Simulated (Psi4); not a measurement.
Cl$_{4}$Ge, septet, geometry from GFN2-xTB of the parent state (a higher spin typed on purpose: for a closed-shell molecule this is an excited state); TPSS/def2-TZVP run with Psi4.

The Psi4 input:
```
memory 2 GB

molecule {
0 7
Cl   -0.55196530   -1.48824049   -1.97305168
Ge   -0.28089469   -0.23175313    0.12175552
Cl    1.94101718   -0.52392143    0.20795236
Cl   -0.42264221    1.77666194   -0.86610129
Cl   -0.43766672    0.67174117    2.40201375
}

set {
  basis def2-tzvp
  reference uks
}

energy('tpss')
print_variables()
```

Problem. Write the output that Psi4 gives for this input, abridged.

Solution. 
```
   => Loading Basis Set <=

    Name: DEF2-TZVP
    Role: ORBITAL
    Keyword: BASIS

         ---------------------------------------------------------
                                   SCF
               by Justin Turney, Rob Parrish, Andy Simmonett
                          and Daniel G. A. Smith
                              UKS Reference
         ---------------------------------------------------------

  ==> Geometry <==

    Molecular point group: c1
    Full point group: C1

    Geometry (in Angstrom), charge = 0, multiplicity = 7:

       Center              X                  Y                   Z               Mass
    ------------   -----------------  -----------------  -----------------  -----------------
         CL          -0.541326533486    -1.479462939218    -1.977663118846    34.968852682000
         GE          -0.270255923486    -0.222975579218     0.117144081154    73.921177761000
         CL           1.951655946514    -0.515143879218     0.203340921154    34.968852682000
         CL          -0.412003443486     1.785439490782    -0.870712728846    34.968852682000
         CL          -0.427027953486     0.680518720782     2.397402311154    34.968852682000

  Running in c1 symmetry.

  Rotational constants: A =      0.05131  B =      0.03153  C =      0.02689 [cm^-1]
  Rotational constants: A =   1538.13405  B =    945.25450  C =    806.19667 [MHz]
  Nuclear repulsion =  743.719261535878218

  Charge       = 0
  Multiplicity = 7
  Electrons    = 100
  Nalpha       = 53
  Nbeta        = 47

  ==> Algorithm <==

  SCF Algorithm Type is DF.
  DIIS enabled.
  MOM disabled.
  Fractional occupation disabled.
  Guess Type is SAD.
  Energy threshold   = 1.00e-06
  Density threshold  = 1.00e-06
  Integral threshold = 1.00e-12

  ==> Primary Basis <==

  Basis Set: DEF2-TZVP
    Blend: DEF2-TZVP
    Number of shells: 68
    Number of basis functions: 196
    Number of Cartesian functions: 223
    Spherical Harmonics?: true
    Max angular momentum: 3

  ==> DFT Potential <==

   => LibXC <=

    Version 7.1.2
    S. Lehtola, C. Steigemann, M. J. T. Oliveira, and M. A. L. Marques,  SoftwareX 7, 1–5 (2018) (10.1016/j.softx.2017.11.002)

   => Composite Functional: TPSS <=

    TPSS Meta-GGA XC Functional

    J. Tao, et al., Phys. Rev. Lett., 91, 146401, 2003

    Deriv               =              1
    GGA                 =           TRUE
    Meta                =           TRUE

    Exchange Hybrid     =          FALSE
    MP2 Hybrid          =          FALSE

   => Exchange Functionals <=

    1.0000   XC_MGGA_X_TPSS

   => Correlation Functionals <=

    1.0000   XC_MGGA_C_TPSS

   => LibXC Density Thresholds  <==

    XC_MGGA_C_TPSS:  1.00E-15
    XC_MGGA_X_TPSS:  1.00E-15

   => Molecular Quadrature <=

    Radial Scheme          =       TREUTLER
    Pruning Scheme         =           NONE
    Nuclear Scheme         =       TREUTLER

    Blocking Scheme        =         OCTREE
    BS radius alpha        =              1
    Pruning alpha          =              1
    Radial Points          =             75
    Spherical Points       =            302
    Total Points           =         104476
    Total Blocks           =            878
    Max Points             =            256
    Max Functions          =            171
    Weights Tolerance      =       1.00E-15

   => Loading Basis Set <=

    Name: (DEF2-TZVP AUX)
    Role: JKFIT
    Keyword: DF_BASIS_SCF

  ==> Integral Setup <==

  SCF_SUBTYPE=INCORE selected. In-core MEM_DF algorithm will be used.
  Using in-core AOs.

  ==> MemDFJK: Density-Fitted J/K Matrices <==

    J tasked:                   Yes
    K tasked:                    No
    wK tasked:                   No
    Algorithm:                 Core
    Schwarz Cutoff:           1E-12
    Mask sparsity (%):       9.6106
    Fitting Condition:        1E-10

   => Auxiliary Basis Set <=

  Basis Set: (DEF2-TZVP AUX)
    Blend: DEF2-UNIVERSAL-JKFIT
    Number of shells: 212
[...]
   @DF-UKS iter   4: -3915.99165707478460    9.07189e-01   7.24591e-03 DIIS/ADIIS
   @DF-UKS iter   5: -3917.31506214373167   -1.32341e+00   2.26604e-03 DIIS/ADIIS
   @DF-UKS iter   6: -3917.22983867355924    8.52235e-02   2.61727e-03 DIIS/ADIIS
   @DF-UKS iter   7: -3917.44286449101537   -2.13026e-01   1.25201e-03 DIIS/ADIIS
   @DF-UKS iter   8: -3917.46897345649268   -2.61090e-02   8.71858e-04 DIIS/ADIIS
   @DF-UKS iter   9: -3917.48169653327932   -1.27231e-02   6.20402e-04 DIIS/ADIIS
   @DF-UKS iter  10: -3917.47375353438383    7.94300e-03   7.69122e-04 DIIS/ADIIS
   @DF-UKS iter  11: -3917.49124933084931   -1.74958e-02   3.16142e-04 DIIS/ADIIS
   @DF-UKS iter  12: -3917.49382004164818   -2.57071e-03   1.80219e-04 DIIS/ADIIS
   @DF-UKS iter  13: -3917.49402429274824   -2.04251e-04   1.63202e-04 DIIS/ADIIS
   @DF-UKS iter  14: -3917.49411133625290   -8.70435e-05   1.54410e-04 DIIS/ADIIS
   @DF-UKS iter  15: -3917.49474946724604   -6.38131e-04   6.78966e-05 DIIS
   @DF-UKS iter  16: -3917.49478925297217   -3.97857e-05   6.30892e-05 DIIS
   @DF-UKS iter  17: -3917.49491132070398   -1.22068e-04   1.60419e-05 DIIS
   @DF-UKS iter  18: -3917.49491887714976   -7.55645e-06   4.52584e-06 DIIS
   @DF-UKS iter  19: -3917.49491956345219   -6.86302e-07   3.84459e-07 DIIS
  Energy and wave function converged.

  ==> Post-Iterations <==

   Electrons on quadrature grid:
      Nalpha   =   53.0000021862 ; deviation = 2.186e-06
      Nbeta    =   47.0000020155 ; deviation = 2.016e-06
      Ntotal   =  100.0000042017 ; deviation = 4.202e-06

   @Spin Contamination Metric:   7.193276873E-03
   @S^2 Expected:                1.200000000E+01
   @S^2 Observed:                1.200719328E+01
   @S   Expected:                3.000000000E+00
   @S   Observed:                3.000000000E+00

    Orbital Energies [Eh]
    ---------------------

    Alpha Occupied:

[...]
    Alpha Virtual:

[...]
    Beta Occupied:

[...]
    Beta Virtual:

[...]
    Final Occupation by Irrep:
              A
    DOCC [    47 ]
    SOCC [     6 ]
    NA   [    53 ]
    NB   [    47 ]

  @DF-UKS Final Energy: -3917.49491956345219

   => Energetics <=

    Nuclear Repulsion Energy =            743.7192615358782177
    One-Electron Energy =               -6919.9493887379485386
    Two-Electron Energy =                2450.7352000992541434
    DFT Exchange-Correlation Energy =    -191.9999924606359798
    Empirical Dispersion Energy =           0.0000000000000000
    VV10 Nonlocal Energy =                  0.0000000000000000
    Total Energy =                      -3917.4949195634521857

  UHF NO Occupations:
  HONO-2 :   51  A 1.0000000
  HONO-1 :   52  A 1.0000000
  HONO-0 :   53  A 1.0000000
  LUNO+0 :   54  A 0.0005379
  LUNO+1 :   55  A 0.0004388
  LUNO+2 :   56  A 0.0004305
  LUNO+3 :   57  A 0.0003670

Computation Completed

Properties will be evaluated at   0.000000,   0.000000,   0.000000 [a0]

Properties computed using the SCF density matrix

 Multipole Moments:

 ------------------------------------------------------------------------------------
     Multipole            Electronic (a.u.)      Nuclear  (a.u.)        Total (a.u.)
 ------------------------------------------------------------------------------------

 L = 1.  Multiply by 2.5417464519 to convert [e a0] to [Debye]
 Dipole X            :         -1.6088147            2.0104356            0.4016210
 Dipole Y            :         -1.3273753            1.6587168            0.3313415
 Dipole Z            :          0.6972203           -0.8714356           -0.1742153
 Magnitude           :                                                    0.5490333

 ------------------------------------------------------------------------------------

  Variable Map:
  ----------------------------------------------------------------------------
[...]
  Array Variable Map:
  ----------------------------------------------------------------------------
[...]
[...]
```
